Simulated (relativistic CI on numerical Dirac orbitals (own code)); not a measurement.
**Sensitivity of the levels of Mn14+ to α and to the nuclear radius**

Method of calculation: Dirac-Coulomb-Breit CI, orbitals from a KLI potential per configuration, derivatives by finite differences, unscaled Slater integrals, QED left out (own radial code, finite nucleus).

Configuration list (outside the closed core [Ne]): 3s, 3p, 3d, 4s, 4p, 4d, 4f. Levels of other configurations are missing.

With x = (α/α₀)² − 1 an excitation energy changes as ω = ω₀ + qx; K = 2q/ω₀ is the relative enhancement. Terms are leading LS components, so labels can repeat. The field-shift factor is F = δν/δ⟨r²⟩ for the transition from the lowest level.

Lowest level 3s ²S1/2.

```
    Level  ω₀ (cm⁻¹)  q (cm⁻¹)  F (GHz/fm²)
3p ²P°1/2     261122      5378        -14.6
3p ²P°3/2     278105     22660        -14.6
 3d ²D3/2     633092     23530          -14
 3d ²D5/2     635215     25650          -14
 4s ²S1/2    1664767     14830        -7.74
4p ²P°1/2    1767908     16740        -13.3
4p ²P°3/2    1774487     23440        -13.3
 4d ²D3/2    1904427     23770        -13.1
 4d ²D5/2    1905411     24750        -13.1
4f ²F°5/2    1958104     24180        -12.8
4f ²F°7/2    1958475     24550        -12.8
```

At this charge energies of transitions that change n are usually good to better than 1 %, and those within a shell (Δn = 0) to a few per cent.

Task: Which transition from the lowest level has the largest |K|?

Result: 3p ²P°3/2 at 278105 cm⁻¹, K = 0.163.
